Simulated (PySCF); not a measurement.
SMILES CO[Si](O)(C)C, GFN2-xTB optimised geometry.

```
16

C     -1.64     1.05    -0.21
O     -0.38     0.47     0.00
Si     0.01    -1.11     0.00
C     -0.70    -2.05     1.50
C      1.90    -1.11     0.00
O     -0.63    -1.74    -1.38
H     -2.30     0.86     0.65
H     -1.50     2.12    -0.33
H     -2.11     0.64    -1.10
H     -0.44    -1.56     2.43
H     -0.31    -3.07     1.56
H     -1.78    -2.12     1.46
H      2.30    -0.55     0.84
H      2.29    -2.12     0.06
H      2.29    -0.66    -0.91
H     -0.49    -2.66    -1.60
```

Density from B3LYP/def2-TZVP (PySCF) at that geometry.

Minimum of the electron density along straight lines between bonded atoms, close to the bond critical point (lines longer than 1.1 times the sum of covalent radii, or with two minima, are not listed):

```tsv
bond	length / Å	ρ at the minimum / e bohr⁻³	∇²ρ there / e bohr⁻⁵	position (fraction from the first atom)
C1–O2	1.400	0.261	-0.52	0.35
O2–Si3	1.624	0.145	0.89	0.59
Si3–C4	1.909	0.119	0.11	0.39
Si3–C5	1.894	0.122	0.13	0.39
Si3–O6	1.643	0.139	0.82	0.41
C1–H7	1.093	0.285	-1.01	0.64
C1–H8	1.091	0.287	-1.03	0.65
C1–H9	1.091	0.287	-1.02	0.65
C4–H10	1.085	0.276	-0.93	0.64
C4–H11	1.086	0.275	-0.92	0.63
C4–H12	1.087	0.275	-0.92	0.64
C5–H13	1.083	0.277	-0.93	0.64
C5–H14	1.085	0.275	-0.92	0.63
C5–H15	1.085	0.277	-0.93	0.64
O6–H16	0.952	0.363	-2.48	0.81
```
